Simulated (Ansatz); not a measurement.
Ansatz results at the PBE0-D4/def2-TZVP geometry: LUMO energy (ωB97M-V/def2-TZVPP) 1.73 eV; HOMO–LUMO gap (B3LYP/def2-TZVPP) 5.86 eV; LUMO energy (B3LYP/def2-TZVPP) -0.77 eV.

Each molecule was computed in one conformer, which needn't be the lowest.

Task: Which molecule gave them?
A. `CC[SiH2]SC`
B. `CO/C=C\[SeH]`
C. `OC1CC[Se]1`
D. `C[Se]C(C)=O`

Result: D. The others give `CO/C=C\[SeH]`: 2.25, 5.65, 0.11; `OC1CC[Se]1`: 1.34, 5.21, -0.79; `CC[SiH2]SC`: 2.14, 6.76, 0.22.

B3LYP here is the variant with VWN-RPA as its local correlation; programs differ in this.
